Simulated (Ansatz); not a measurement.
`C[SiH2]SP` at its PBE0-D4/def2-TZVP geometry, where that method's forces vanish. The species carries charge 0 and has multiplicity 1.

```xyz
11

C    -0.1256    2.0387    0.0956
Si    0.2180    0.2306   -0.2003
S    -1.1160   -0.9334    1.0036
P    -0.4885   -2.8825    0.4640
H     0.0295    2.2977    1.1449
H    -1.1537    2.2889   -0.1741
H     0.5461    2.6516   -0.5111
H     0.0094   -0.1346   -1.6278
H     1.6167   -0.1225    0.1656
H    -0.4541   -2.7252   -0.9496
H     0.9181   -2.7093    0.5893
```

(1) What forces (eV/Å) does ωB97M-V/def2-TZVPP give on these atoms in the Gaussian-basis code of Ansatz? (An estimate is asked.)

Answers

(1) The calculation gave: 
```
C1  -0.001  0.020  0.000
Si2  0.136 -0.039 -0.121
S3  -0.036  0.088  0.032
P4   0.167 -0.069 -0.148
H5  -0.013 -0.016 -0.075
H6   0.073 -0.016  0.021
H7  -0.054 -0.040  0.049
H8   0.023  0.038  0.158
H9  -0.154  0.037 -0.040
H10 -0.002 -0.001  0.140
H11 -0.139 -0.003 -0.015
```
